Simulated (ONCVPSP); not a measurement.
Reading a pseudo-wave (vanadium)

Columns: radius, all-electron u(r) and pseudo u(r) of the 3d shell (level -2.44 eV) of vanadium in the configuration [Ne] 3s2 3p6 3d4 4s1; PBEsol, scalar-relativistic, ONCV scheme, ONCVPSP 4.0.1.

```json
{"r (bohr)": "0.088", "all-electron": "0.0268", "pseudo": "0.0025"}
{"r (bohr)": "0.175", "all-electron": "0.1226", "pseudo": "0.0188"}
{"r (bohr)": "0.262", "all-electron": "0.2546", "pseudo": "0.0599"}
{"r (bohr)": "0.350", "all-electron": "0.3898", "pseudo": "0.1320"}
{"r (bohr)": "0.438", "all-electron": "0.5078", "pseudo": "0.2338"}
{"r (bohr)": "0.525", "all-electron": "0.6006", "pseudo": "0.3562"}
{"r (bohr)": "0.612", "all-electron": "0.6693", "pseudo": "0.4880"}
{"r (bohr)": "0.700", "all-electron": "0.7158", "pseudo": "0.6163"}
{"r (bohr)": "0.788", "all-electron": "0.7428", "pseudo": "0.7258"}
{"r (bohr)": "0.875", "all-electron": "0.7542", "pseudo": "0.8058"}
{"r (bohr)": "0.962", "all-electron": "0.7542", "pseudo": "0.8526"}
{"r (bohr)": "1.050", "all-electron": "0.7456", "pseudo": "0.8665"}
{"r (bohr)": "1.138", "all-electron": "0.7309", "pseudo": "0.8518"}
{"r (bohr)": "1.225", "all-electron": "0.7123", "pseudo": "0.8166"}
{"r (bohr)": "1.312", "all-electron": "0.6910", "pseudo": "0.7696"}
{"r (bohr)": "1.400", "all-electron": "0.6679", "pseudo": "0.7181"}
{"r (bohr)": "1.487", "all-electron": "0.6442", "pseudo": "0.6703"}
{"r (bohr)": "1.575", "all-electron": "0.6200", "pseudo": "0.6294"}
{"r (bohr)": "1.662", "all-electron": "0.5962", "pseudo": "0.5978"}
{"r (bohr)": "1.750", "all-electron": "0.5725", "pseudo": "0.5725"}
{"r (bohr)": "1.838", "all-electron": "0.5494", "pseudo": "0.5495"}
{"r (bohr)": "1.925", "all-electron": "0.5274", "pseudo": "0.5274"}
{"r (bohr)": "2.012", "all-electron": "0.5062", "pseudo": "0.5062"}
{"r (bohr)": "2.100", "all-electron": "0.4856", "pseudo": "0.4856"}
{"r (bohr)": "2.188", "all-electron": "0.4659", "pseudo": "0.4659"}
{"r (bohr)": "2.275", "all-electron": "0.4473", "pseudo": "0.4473"}
```

Q: How many radial nodes do the two functions have?

A: The all-electron 3d function has n − l − 1 = 0; the pseudo-wave has 0.

Q: At about which radius was the pseudo-wave matched?

A: 1.75 bohr, where the columns begin to agree (steps of 0.09 bohr).

Q: Is the pseudo-wave norm-conserving?

A: Yes: the ONCV scheme keeps the norm inside the radius equal to the all-electron one, which fixes the energy derivative of the logarithmic derivative at the level.
